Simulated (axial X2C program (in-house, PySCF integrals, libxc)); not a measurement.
# HfTe along the bond: PBE0, 2c

Calculated with an in-house all-electron X2C program for linear molecules (integrals from PySCF). Two-component (2c) means X2C with spin–orbit coupling and atomic mean-field two-electron Coulomb and Gaunt terms. Basis: Hf dyall-cv3z [13s14p9d7f4g], Te dyall-cv3z [11s12p8d4f1g] (cores contracted in-house); Gaussian nuclei, density fitting, unrestricted open shells. Masses: Hf 179.947 u, Te 129.906 u.

State: Ω = 0 (closed shell). Dipoles are positive if Te is the positive end.

```json
{"R (Å)": "2.183", "μ (D)": "-3.314", "HOMO (eV)": "-5.30", "LUMO (eV)": "-2.25"}
{"R (Å)": "2.283", "μ (D)": "-3.519", "HOMO (eV)": "-5.40", "LUMO (eV)": "-2.41"}
{"R (Å)": "2.358", "μ (D)": "-3.700", "HOMO (eV)": "-5.48", "LUMO (eV)": "-2.53"}
{"R (Å)": "2.434", "μ (D)": "-3.901", "HOMO (eV)": "-5.56", "LUMO (eV)": "-2.65"}
{"R (Å)": "2.509", "μ (D)": "-4.119", "HOMO (eV)": "-5.63", "LUMO (eV)": "-2.77"}
{"R (Å)": "2.597", "μ (D)": "-4.387", "HOMO (eV)": "-5.71", "LUMO (eV)": "-2.91"}
{"R (Å)": "2.685", "μ (D)": "-4.661", "HOMO (eV)": "-5.77", "LUMO (eV)": "-3.03"}
{"R (Å)": "2.797", "μ (D)": "-5.012", "HOMO (eV)": "-5.84", "LUMO (eV)": "-3.18"}
{"R (Å)": "2.936", "μ (D)": "-5.417", "HOMO (eV)": "-5.68", "LUMO (eV)": "-3.34"}
{"R (Å)": "3.136", "μ (D)": "-5.919", "HOMO (eV)": "-5.47", "LUMO (eV)": "-3.52"}
```

(1) The minimum lies at 2.503 Å. What is the dipole moment there, and its slope?

The state is a single determinant with fixed occupations, the lowest that a limited PBE0 search found. The closed shell is kept restricted, so the energy runs too high when the bond is stretched far. Other states lie close and PBE0, whose exact exchange favours high spin, may order them wrongly; the determinant shown need not be the ground state. The nearest other 2c determinant of the search, Ω = 1, lies 0.25 eV up at the distance of the search.

## Answers

(1) At PBE0, 2c, with the sign and origin stated: μ = -4.10 D, dμ/dR = -2.97 D/Å.
